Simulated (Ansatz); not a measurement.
`[OH][In]([OH])[Cl]` and `[OH][Ga]([OH])[Cl]` differ in one element.

Ansatz, PBE0-D4/def2-TZVP geometries, multiplicity 1. Each molecule was computed in one conformer, which needn't be the lowest.

Elements past krypton have def2 core potentials. Scalar relativity is left out up to krypton.

```json
{"property": "size of the dipole moment (B3LYP/def2-TZVPP) / D", "`[OH][In]([OH])[Cl]`": "1.53"}
{"property": "HOMO energy (PBE/def2-TZVPP) / eV", "`[OH][In]([OH])[Cl]`": "-7.26"}
{"property": "HOMO energy (PBE0/def2-TZVPP) / eV", "`[OH][In]([OH])[Cl]`": "-8.95"}
{"property": "HOMO–LUMO gap (B3LYP/def2-TZVPP) / eV", "`[OH][In]([OH])[Cl]`": "6.10"}
{"property": "HOMO–LUMO gap (PBE/def2-TZVPP) / eV", "`[OH][In]([OH])[Cl]`": "4.13"}
{"property": "HOMO energy (B3LYP/def2-TZVPP) / eV", "`[OH][In]([OH])[Cl]`": "-8.68"}
```

Q: What does the change do to each property? (Best estimate.)

A: Ansatz gave: 
```
                                        property  `[OH][Ga]([OH])[Cl]`  shift
size of the dipole moment (B3LYP/def2-TZVPP) / D                  1.57   0.04
               HOMO energy (PBE/def2-TZVPP) / eV                 -7.52  -0.26
              HOMO energy (PBE0/def2-TZVPP) / eV                 -9.24  -0.29
           HOMO–LUMO gap (B3LYP/def2-TZVPP) / eV                  7.38   1.28
             HOMO–LUMO gap (PBE/def2-TZVPP) / eV                  5.36   1.23
             HOMO energy (B3LYP/def2-TZVPP) / eV                 -8.96  -0.28
```

With PBE0 the HOMO falls by 0.29 eV and the LUMO rises by 1.02 eV, so the gap widens by about 1.31 eV. PBE moves the HOMO by -0.26 eV and ωB97M-V by -0.27 eV. Dipoles are sizes alone; their direction can turn.

B3LYP here is the variant with VWN-RPA as its local correlation; programs differ in this.
